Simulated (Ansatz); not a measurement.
The same molecule with X = O, Se, Te. Ansatz, PBE0-D4/def2-TZVP geometries, multiplicity 1. Each molecule was computed in one conformer, which needn't be the lowest.

Elements past krypton have def2 core potentials. Scalar relativity is left out up to krypton.

| X | molecule | mean X–C bond length / Å | mean X–H bond length / Å | HOMO–LUMO gap (ωB97M-V/def2-TZVPP) / eV | LUMO energy (PBE/def2-TZVPP) / eV | LUMO energy (ωB97M-V/def2-TZVPP) / eV |
| --- | --- | --- | --- | --- | --- | --- |
| O | `C=C(C)O` | 1.359 | 0.962 | 11.35 | -0.10 | 2.51 |
| Te | `C=C(C)[TeH]` | 2.113 | 1.659 | 9.33 | -1.51 | 1.18 |

Give the row for X = Se, `C=C(C)[SeH]`. (Best estimate.)

Ansatz gave: 
```
 X       molecule  mean X–C bond length / Å  mean X–H bond length / Å  HOMO–LUMO gap (ωB97M-V/def2-TZVPP) / eV  LUMO energy (PBE/def2-TZVPP) / eV  LUMO energy (ωB97M-V/def2-TZVPP) / eV
Se  `C=C(C)[SeH]`                     1.912                     1.469                                    10.37                              -1.04                                   1.87
```

From O to Te the mean X–C bond length rises at each step, by 0.754 Å in all; the mean X–H bond length rises at each step, by 0.697 Å in all; the HOMO–LUMO gap (ωB97M-V/def2-TZVPP) falls at each step, by 2.02 eV in all; the LUMO energy (PBE/def2-TZVPP) falls at each step, by 1.41 eV in all; the LUMO energy (ωB97M-V/def2-TZVPP) falls at each step, by 1.33 eV in all. Bonds lengthen as the atom grows down the group.

Spin–orbit coupling is left out; it splits and shifts lone-pair levels of the heavy atoms by tenths of an eV.
